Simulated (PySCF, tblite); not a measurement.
C₅H₇FOSi.
Cartesian coordinates in Å at the GFN2-xTB level; atoms count from 1:
```xyz
15
C5H7FOSi angstrom
C      4.1784    0.2552   -0.7947
C      3.0175    0.1827   -0.4952
C      1.6816    0.0940   -0.0495
F      1.5461    0.0116    1.3075
C      0.6445    0.0919   -0.8973
O     -0.6794    0.0171   -0.6913
C     -1.1772   -0.0797    0.6417
Si    -3.0742   -0.1584    0.4472
H      5.1818    0.3200   -1.0925
H      0.8694    0.1614   -1.9539
H     -0.7728   -0.9714    1.1304
H     -0.8556    0.7871    1.2270
H     -3.3963   -1.3352   -0.3573
H     -3.5094    1.0621   -0.2287
H     -3.6590   -0.2579    1.7847
```

Computed with CAM-B3LYP/def2-SVPD in PySCF (dipole) on a GFN2-xTB geometry, gas phase.

Take the most abundant isotopes and a rigid rotor. The values belong to one conformer with, in the numbering `[CH:1]#[C:2]/[C:3]([F:4])=[CH:5]/[O:6][CH2:7][SiH3:8]`, C3–C5–O6–C7 0°, C5–O6–C7–Si8 180°.

**Question.** Give the principal moments of inertia and the rotational constants in cm⁻¹.

**Answer.** Ia = 76.25, Ib = 769.56, Ic = 836.85 u·Å²; 505379 MHz·u·Å²/I gives 6628, 656.7 and 603.9 MHz, that is A = 0.22109, B = 0.02191, C = 0.02014 cm⁻¹.

**Question.** Classify the top.

**Answer.** A near-prolate asymmetric top; Ray's κ = -0.982.

**Question.** What does the inertial defect say?

**Answer.** Not planar: Δ = Ic − Ia − Ib = -8.95 u·Å². For a rigid frame Δ = −2 Σ m c², so Σ m c² = 4.48 u·Å² lies off the ab plane, practically all of it from hydrogen. The atom farthest from that plane is 1.20 Å away.

**Question.** List the rotational levels J(Ka,Kc) to J = 2 (MHz).

**Answer.** Above 0(0,0):
J = 1: 1(0,1) 1261, 1(1,1) 7232, 1(1,0) 7285
J = 2: 2(0,2) 3782, 2(1,2) 9700, 2(1,1) 9859, 2(2,1) 27773, 2(2,0) 27773
The levels of one J sum to (2J + 1)J(J + 1)(A + B + C)/3.

**Question.** Which lines would a microwave search look for?

**Answer.** The dipole components are |μa| = 0.37 D, |μb| = 0.54 D, |μc| = 0.00 D; the mirror of this Cs structure is the ab plane, so μc vanishes by symmetry and there are no c-type lines. The squared components, which scale the intensities, stand as 0.47 : 1.00 (a : b). Some lines, for components of 0.1 D or more:

| type | branch | J(Ka,Kc) | MHz | lower level (cm⁻¹) |
| --- | --- | --- | --- | --- |
| a | R | 1(0,1) ← 0(0,0) | 1261 | 0.000 |
| a | R | 2(1,2) ← 1(1,1) | 2468 | 0.241 |
| a | R | 2(0,2) ← 1(0,1) | 2521 | 0.042 |
| a | R | 2(1,1) ← 1(1,0) | 2574 | 0.243 |
| b | Q | 1(1,0) ← 1(0,1) | 6024 | 0.042 |
| b | Q | 2(1,1) ← 2(0,2) | 6077 | 0.126 |
| b | R | 1(1,1) ← 0(0,0) | 7232 | 0.000 |
| b | R | 2(1,2) ← 1(0,1) | 8440 | 0.042 |
| b | Q | 2(2,0) ← 2(1,1) | 17914 | 0.329 |
| b | Q | 2(2,1) ← 2(1,2) | 18072 | 0.324 |
| b | R | 2(2,1) ← 1(1,0) | 20488 | 0.243 |
| b | R | 2(2,0) ← 1(1,1) | 20541 | 0.241 |

**Question.** Estimate the classical rotational partition function at 10 K, 200 K and 298.15 K.

**Answer.** Point group Cs, symmetry number σ = 1; q = (√π/σ)·√((kT/h)³/(ABC)), k/h = 20836.6 MHz/K: 3290 at 10 K, 294000 at 200 K, 535000 at 298.15 K.

Its GFN2-xTB frequencies are all real (lowest 41 cm⁻¹). Constants of a rigid frame at the computed geometry: no zero-point averaging, no centrifugal distortion. A rigid rotor knows nothing of internal rotation, which can split or shift real lines.
